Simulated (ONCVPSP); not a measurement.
**Logarithmic derivatives: copper (Cu), ONCV**

| Item | Value |
| --- | --- |
| Element | Cu (Z = 29) |
| Generator | ONCVPSP 4.0.1 |
| Type | optimised norm-conserving Vanderbilt (ONCV) |
| Functional | PW91 |
| Relativity | scalar-relativistic |
| Frozen core | [Ar] |
| Valence charge | 11 |
| Reference configuration | 3d10 4p1 |
| Partial waves | s scattering state at 0.12 Ha: rc 3.30 bohr, ncon 4, nbas 9, qcut 2.3 1/bohr, 2 projectors, debl 2.2 Ha; 4p: rc 3.65 bohr, ncon 3, nbas 7, qcut 2.2 1/bohr, 1 projector; 3d: rc 1.00 bohr, ncon 4, nbas 9, qcut 18.7 1/bohr, 2 projectors, debl 1.7 Ha |
| Local potential | polynomial inside 0.85 bohr (lpopt 5, dvloc0 1 Ha) |
| Core correction | none |

In the s channel the program set the typed energies aside and used -0.225, 1.975 Ha.

The phase is arctan(r·R′/R) of the radial function R(r), unwrapped; energies in Ha, scanned from -2 to 5 Ha. A pole is an energy at which the radial function vanishes at the test radius. The pseudo phase is shifted by a multiple of π to meet the all-electron one at the reference energy, and phase errors are pseudo minus all-electron; the curves can meet again beyond the range given. Levels narrower than the energy grid can be missing from the lists of poles. Where the grid stepped over a known ghost or core level, its pole and its step of π were put in at the level’s energy.

**Question.** For each channel, where are the poles, and over which energies does the pseudopotential scatter like the atom?

**Answer.**

```
channel  radius (bohr)  reference energy (Ha)  poles, all-electron            poles, pseudo  unbroken range about the reference energy with phases within 0.05 rad  phase error 1 Ha above the reference energy (rad)
      s           3.36                  -0.22           0.03, 2.09  -1.55, 0.03, 2.09, 3.71                                                            -1.6 to 0.5                                             -0.277
      p           3.70                  -0.06     0.27, 1.95, 4.59  -0.38, 0.27, 1.92, 4.40                                                            -0.4 to 2.6                                             +0.032
      d           1.01                  -0.27                 1.85                     1.85                                                        the whole range                                             -0.000
```

Note: ghosts flagged at negative energy: s at -42.3 eV, p at -10.5 eV (a further GHOST(-) flag falls on a real empty level of the atom); no localised positive-energy state flagged. A true bound ghost makes a file unfit for plane-wave use.

Phases in the d channel:

```json
{"E (Ha)": "-1.98", "all-electron": "0.288", "pseudo": "0.288"}
{"E (Ha)": "-1.62", "all-electron": "-0.002", "pseudo": "-0.002"}
{"E (Ha)": "-1.26", "all-electron": "-0.337", "pseudo": "-0.337"}
{"E (Ha)": "-0.90", "all-electron": "-0.653", "pseudo": "-0.653"}
{"E (Ha)": "-0.54", "all-electron": "-0.907", "pseudo": "-0.907"}
{"E (Ha)": "-0.18", "all-electron": "-1.095", "pseudo": "-1.095"}
{"E (Ha)": "0.18", "all-electron": "-1.233", "pseudo": "-1.233"}
{"E (Ha)": "0.54", "all-electron": "-1.337", "pseudo": "-1.337"}
{"E (Ha)": "0.90", "all-electron": "-1.418", "pseudo": "-1.418"}
{"E (Ha)": "1.26", "all-electron": "-1.483", "pseudo": "-1.483"}
{"E (Ha)": "1.62", "all-electron": "-1.539", "pseudo": "-1.539"}
{"E (Ha)": "1.98", "all-electron": "-1.587", "pseudo": "-1.587"}
{"E (Ha)": "2.34", "all-electron": "-1.631", "pseudo": "-1.631"}
{"E (Ha)": "2.70", "all-electron": "-1.672", "pseudo": "-1.672"}
{"E (Ha)": "3.06", "all-electron": "-1.712", "pseudo": "-1.712"}
{"E (Ha)": "3.42", "all-electron": "-1.751", "pseudo": "-1.751"}
{"E (Ha)": "3.78", "all-electron": "-1.792", "pseudo": "-1.792"}
{"E (Ha)": "4.14", "all-electron": "-1.836", "pseudo": "-1.836"}
{"E (Ha)": "4.50", "all-electron": "-1.883", "pseudo": "-1.883"}
{"E (Ha)": "4.86", "all-electron": "-1.937", "pseudo": "-1.936"}
```
